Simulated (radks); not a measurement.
The numbers below are computed, except where a source is named.
The nuclear charge of the antimony ion Sb+ is varied continuously with 50 electrons held in [Kr] 4d10 5s2 5p2. Level of theory: Dirac Kohn-Sham, PBE, spin-unpolarised, spherical densities, finite nucleus; open shells fill j = l - 1/2 first; Fermi nuclear charge, rms radius 4.6802 fm (a radial shooting solver on a logarithmic mesh with Libxc functionals). By the Hellmann-Feynman theorem dE/dZ = E(electron-nucleus)/Z, the electronic potential at the nucleus (averaged over a nucleus of fixed radius).

| Z | E (hartree) | E(electron-nucleus)/Z (hartree) | HOMO | e(HOMO) (eV) | <r> HOMO (bohr) |
|---|---|---|---|---|---|
| 50 | -6178.85972 | -299.983 | 5p1/2 | -3.831 | 3.170 |
| 50.2 | -6239.02448 | -301.664 | 5p1/2 | -5.335 | 3.022 |
| 50.4 | -6299.52531 | -303.344 | 5p1/2 | -6.943 | 2.898 |
| 50.6 | -6360.36214 | -305.024 | 5p1/2 | -8.647 | 2.791 |
| 50.8 | -6421.53497 | -306.704 | 5p1/2 | -10.439 | 2.697 |
| 51 | -6483.04386 | -308.385 | 5p1/2 | -12.315 | 2.613 |
| 51.2 | -6544.88888 | -310.066 | 5p1/2 | -14.272 | 2.537 |
| 51.4 | -6607.07016 | -311.747 | 5p1/2 | -16.304 | 2.468 |
| 51.6 | -6669.58785 | -313.430 | 5p1/2 | -18.411 | 2.405 |
| 51.8 | -6732.44213 | -315.113 | 5p1/2 | -20.589 | 2.347 |
| 52 | -6795.63320 | -316.798 | 5p1/2 | -22.837 | 2.293 |

The central difference of E at Z = 51 is -308.385 hartree, to compare with the third column; the second derivative is -8.4 hartree.
